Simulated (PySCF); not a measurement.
Choosing a molecule for a target property.

Species are written as SMILES; each is one conformer at its optimised geometry, gas phase, non-relativistic unless stated; the electronic structure was computed with PySCF and density fitting.

The conformers computed, where there is a choice (atom-mapped SMILES and torsion angles):
- `[CH3:1][CH2:2][CH2:3][O:4][C:5]([CH3:6])=[O:7]`: C1–C2–C3–O4 178°, C2–C3–O4–C5 84°, C3–O4–C5–C6 179°
- `[SiH3:1][SiH2:2][c:3]1[cH:4][cH:5][cH:6][s:7]1`: Si1–Si2–C3–C4 100°
- `[CH3:1][O:2][c:3]1[n:4][cH:5][cH:6][p:7][c:8]1[F:9]`: C1–O2–C3–N4 -1°
- `[OH:1][CH2:2][C:3]1=[CH:4][CH2:5][CH2:6][CH:7]=[CH:8]1`: O1–C2–C3–C4 123°, H–O1–C2–C3 -55°
- `[CH3:1][CH2:2][C@@H:3]1[CH2:4][CH:5]=[CH:6][C:7]1=[O:8]`: C1–C2–C3–C4 -174°
- `[CH:1]#[C:2][C:3](=[CH2:4])[O:5][CH:6]([CH3:7])[CH3:8]`: C2–C3–O5–C6 180°, C3–O5–C6–C7 -159°
- `[CH:1]#[C:2]/[C:3](=[CH:4]/[CH2:5][CH3:6])[CH2:7][OH:8]`: C3–C4–C5–C6 107°, C2–C3–C7–O8 -88°, H–O8–C7–C3 57°

Problem. Wanted: lowest singlet excitation between 4.7 eV and 5.6 eV (TDDFT wB97X-D/def2-SVPD) and HOMO–LUMO gap above 9.2 eV (wB97X-D/def2-SVPD), at GFN2-xTB geometries. Which candidate meets both?
A. `CC[C@@H]1CC=CC1=O`
B. `c1(c(nccp1)OC)F`
C. `FC1=PC=C(Cl)C=C1`
D. `OCC1=CCCC=C1`
E. `C#CC(=C)OC(C)C`
F. `CC(OCCC)=O`
G. `c1ccsc1[SiH2][SiH3]`

Solution. G. Computed values:
```csv
species,lowest singlet excitation,HOMO–LUMO gap
CC[C@@H]1CC=CC1=O,3.90 eV,9.30 eV
c1(c(nccp1)OC)F,4.36 eV,8.51 eV
FC1=PC=C(Cl)C=C1,4.54 eV,8.65 eV
OCC1=CCCC=C1,4.94 eV,9.10 eV
c1ccsc1[SiH2][SiH3],5.50 eV,9.53 eV
C#CC(=C)OC(C)C,5.76 eV,9.73 eV
CC(OCCC)=O,6.02 eV,12.12 eV
```

Problem. Wanted: smallest rotational constant between 1.1 GHz and 1.18 GHz (GFN2-xTB) and electronic spatial extent ⟨r²⟩ about the centre of nuclear charge below 1280 bohr² (wB97X-D/def2-SVPD), at GFN2-xTB geometries. Which candidate meets both?
A. `CCCOC(C)=O`
B. `CC[C@@H]1CC=CC1=O`
C. `OCC1=CCCC=C1`
D. `[SiH3][SiH2]c1cccs1`
E. `COC1=NC=CP=C1F`
F. `p1cc(Cl)ccc1F`
G. `C#C/C(=C/CC)CO`

Solution. C. Computed values:
| species | smallest rotational constant | electronic spatial extent ⟨r²⟩ about the centre of nuclear charge |
| --- | --- | --- |
| p1cc(Cl)ccc1F | 0.701 GHz | 1418 bohr² |
| [SiH3][SiH2]c1cccs1 | 0.764 GHz | 1593 bohr² |
| COC1=NC=CP=C1F | 0.824 GHz | 1311 bohr² |
| C#C/C(=C/CC)CO | 0.967 GHz | 1241 bohr² |
| OCC1=CCCC=C1 | 1.151 GHz | 1057 bohr² |
| CCCOC(C)=O | 1.208 GHz | 1035 bohr² |
| CC[C@@H]1CC=CC1=O | 1.293 GHz | 968 bohr² |

Problem. Wanted: static isotropic polarisability between 87 au and 100 au (wB97X-D/def2-SVPD) and HOMO energy above -8.8 eV (wB97X-D/def2-SVPD), at GFN2-xTB geometries. Which candidate meets both?
A. `C#CC(=C)OC(C)C`
B. `[SiH3][SiH2]c1cccs1`
C. `p1ccnc(c1F)OC`
D. `OCC1=CCCC=C1`
E. `CCCOC(C)=O`

Solution. A. Computed values:
```
            species  static isotropic polarisability  HOMO energy
         CCCOC(C)=O                          68.3 au     -9.94 eV
       OCC1=CCCC=C1                          84.9 au     -8.09 eV
     C#CC(=C)OC(C)C                          89.0 au     -8.49 eV
      p1ccnc(c1F)OC                          94.1 au     -8.99 eV
[SiH3][SiH2]c1cccs1                         119.3 au     -8.68 eV
```

Problem. Wanted: lowest triplet excitation (Tamm–Dancoff) between 3.6 eV and 5 eV (TDA wB97X-D/def2-SVPD) and dipole moment below 2 D (wB97X-D/def2-SVPD), at GFN2-xTB geometries. Which candidate meets both?
A. `CCCOC(C)=O`
B. `OCC1=CCCC=C1`
C. `[SiH3][SiH2]c1cccs1`
D. `C(/CC)=C(\C#C)CO`
E. `COC1=NC=CP=C1F`

Solution. C. Computed values:
```csv
species,lowest triplet excitation (Tamm–Dancoff),dipole moment
OCC1=CCCC=C1,3.10 eV,2.12 D
COC1=NC=CP=C1F,3.22 eV,2.28 D
C(/CC)=C(\C#C)CO,3.52 eV,1.27 D
[SiH3][SiH2]c1cccs1,3.76 eV,0.89 D
CCCOC(C)=O,5.54 eV,1.91 D
```
